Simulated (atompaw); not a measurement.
V: one change to a PAW (atompaw) potential, before and after

* Element: vanadium
* Generator: atompaw 4.2.0.5
* Type: PAW
* Functional: PBEsol
* Relativity: scalar-relativistic
* Frozen core: [Ne]
* Valence charge: 13
* Reference configuration: 3s2 3p6 3d3 4s2 4p0
* Partial waves: 3s (bound): rc 1.40 bohr; 4s (bound): rc 2.50 bohr; 3p (bound): rc 1.10 bohr; 4p (bound, empty): rc 2.50 bohr; 3d (bound): rc 2.50 bohr; 3d channel at 0.1 Ry: rc 2.50 bohr
* Local potential: troulliermartins scheme with l = 3 at 1 Ry, radius 1.75 bohr
* Core correction: smooth core density matched at 1.40 bohr
* Augmentation charge: gaussian compensation charge, radius 2.10 bohr; PAW radius 2.50 bohr; waves and projectors: modrrkj vanderbiltortho

All-electron outer shells of the reference configuration (PBEsol, scalar-relativistic, ld1.x):

| shell | level (eV) | outermost node (bohr) | outermost maximum (bohr) |
| --- | --- | --- | --- |
| 2s | -601.89 | 0.09 | 0.26 |
| 2p | -502.79 | – | 0.21 |
| 3s | -70.03 | 0.38 | 0.82 |
| 3p | -43.95 | 0.35 | 0.84 |
| 3d | -5.18 | – | 0.90 |
| 4s | -4.72 | 1.17 | 2.76 |
| 4p | -1.43 | 1.30 | 3.63 |

Change: wave 3p (bound): rc 1.10 bohr becomes 3p (bound): rc 2.48 bohr.

Cutoffs: the cutoffs (Ry, on a coarse ladder) from which the occupation-weighted sum of valence levels, in a spherical-Bessel basis at the reference potential, stays within 10 and 1 mRy of its value at 400 Ry; they do not see the model core or the augmentation charge, which bear on the density cutoff.

Question: What does the change do?

Answer: The potential gets softer (50 Ry and 90 Ry → 21 Ry and 40 Ry); a bound ghost appears in p, which as a rule spoils a file.

```tsv
quantity	base	changed
cutoff, loose	50 Ry	21 Ry
cutoff, tight	90 Ry	40 Ry
loose cutoff by channel (10 mRy a level)	s 18 Ry, p 40 Ry, d 12 Ry	s 18 Ry, p 10 Ry, d 12 Ry
bound ghosts	none	p
s: phases at 2.51 bohr within 0.05 rad from the reference energy up to (Ry; the scan ends near 5)	3.5	3.5
p: phases at 2.51 bohr within 0.05 rad from the reference energy up to (Ry; the scan ends near 5)	0.6	0.4
d: phases at 2.51 bohr within 0.05 rad from the reference energy up to (Ry; the scan ends near 5)	n/a	n/a
lowest overlap eigenvalue by channel	s 0.68, p 0.34, d 1.00	s 0.68, p 1.00, d 1.00
```

 A true bound ghost makes a file unfit for plane-wave use even where its test errors are small: the radial tests pick states by their node count and pass the ghost by. The cutoffs see the waves, projectors and local potential, not the compensation charge or the core.
